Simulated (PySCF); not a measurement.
Isomers of C7H16FNSi, from PBE0-D3(BJ)/def2-SVP geometry optimisation, gas phase in PySCF 2.14.0. One conformer each, no zero-point energy, no frequencies.

**Question.** Which is lowest in electronic energy at this level?
A. `[CH3:1][CH2:2][Si@@H:3]([F:4])[N:5]([CH3:6])[CH2:7][CH:8]1[CH2:9][CH2:10]1` with C1–C2–Si3–F4 58°, C2–Si3–N5–C6 151°, Si3–N5–C7–C8 122°, N5–C7–C8–C9 91°: A = 1899, B = 566.9, C = 488.1 MHz, dipole 2.11 D
B. `[CH3:1][CH2:2][C:3]1([CH2:4][CH3:5])[CH2:6][C@@H:7]([F:8])[SiH2:9][NH:10]1` with C1–C2–C3–C4 -57°, C2–C3–C4–C5 -53°, C2–C3–C6–C7 -157°, C3–C6–C7–F8 -81°, C6–C7–Si9–N10 -19°, C7–Si9–N10–C3 -3°: A = 1594, B = 895.4, C = 696.8 MHz, dipole 1.70 D
C. `[CH3:1][CH2:2][CH2:3][Si@@H:4]([NH:5][CH3:6])[C@@H:7]1[CH2:8][C@@H:9]1[F:10]` with C1–C2–C3–Si4 -177°, C2–C3–Si4–N5 -166°, C3–Si4–N5–C6 -52°, C3–Si4–C7–C8 149°: A = 979.9, B = 933.7, C = 516.4 MHz, dipole 2.02 D
D. `[CH3:1][CH:2]([CH3:3])[Si@@:4]1([CH3:5])[NH:6][CH2:7][CH2:8][C@@H:9]1[F:10]` with C1–C2–Si4–C5 -74°, C2–Si4–N6–C7 116°, Si4–N6–C7–C8 -23°, N6–C7–C8–C9 41°, C7–C8–C9–F10 75°: A = 1602, B = 827.5, C = 746.5 MHz, dipole 1.50 D

**Answer.** A. That is `CC[Si@@H](F)N(C)CC1CC1`, 9.1 kcal/mol below the next.

```json
{"SMILES": "CC[Si@@H](F)N(C)CC1CC1", "mapped SMILES": "[CH3:1][CH2:2][Si@@H:3]([F:4])[N:5]([CH3:6])[CH2:7][CH:8]1[CH2:9][CH2:10]1", "E (Eh)": "-719.52384", "relative (kcal/mol)": "0.0", "relative (kJ/mol)": "0.0", "dipole (D)": "2.11"}
{"SMILES": "CC(C)[Si@@]1(C)NCC[C@@H]1F", "mapped SMILES": "[CH3:1][CH:2]([CH3:3])[Si@@:4]1([CH3:5])[NH:6][CH2:7][CH2:8][C@@H:9]1[F:10]", "E (Eh)": "-719.50934", "relative (kcal/mol)": "9.1", "relative (kJ/mol)": "38.1", "dipole (D)": "1.50"}
{"SMILES": "CCC1(CC)C[C@@H](F)[SiH2]N1", "mapped SMILES": "[CH3:1][CH2:2][C:3]1([CH2:4][CH3:5])[CH2:6][C@@H:7]([F:8])[SiH2:9][NH:10]1", "E (Eh)": "-719.48875", "relative (kcal/mol)": "22.0", "relative (kJ/mol)": "92.1", "dipole (D)": "1.70"}
{"SMILES": "CCC[Si@@H](NC)[C@@H]1C[C@@H]1F", "mapped SMILES": "[CH3:1][CH2:2][CH2:3][Si@@H:4]([NH:5][CH3:6])[C@@H:7]1[CH2:8][C@@H:9]1[F:10]", "E (Eh)": "-719.46341", "relative (kcal/mol)": "37.9", "relative (kJ/mol)": "158.7", "dipole (D)": "2.02"}
```

As drawn, the lowest has an Si–F bond, which the highest lacks; the highest has an N–H bond, which the lowest lacks.
